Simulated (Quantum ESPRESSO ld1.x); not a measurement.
Results of a calculation; reference values are marked as such.
Q: These are the eigenvalues of the occupied orbitals of an atom or ion with whole-number occupations (hartree). Code: ld1.x of Quantum ESPRESSO 7.5. Model: Dirac Kohn-Sham, revPBE, spin-unpolarised, spherical densities, point nucleus.

orbital  eigenvalue
1s1/2      -255.263
2s1/2      -55.3133
2p1/2      -53.0639

Which element is it, and in what charge state? The configuration may be excited. Open shells, if any, fill j = l - 1/2 first.

A: Z = 24, chromium, charge +19: Cr19+ in [He] 2s2 2p1. The list shows which subshells hold electrons but not how many an open one holds; the 1s level, -255.26 hartree, gives Z - s = 22.6 by -(Z - s)^2/2, which with screening and relativity narrows Z to a few neighbours, and the depths of the outer levels then fix element, charge and occupations together.
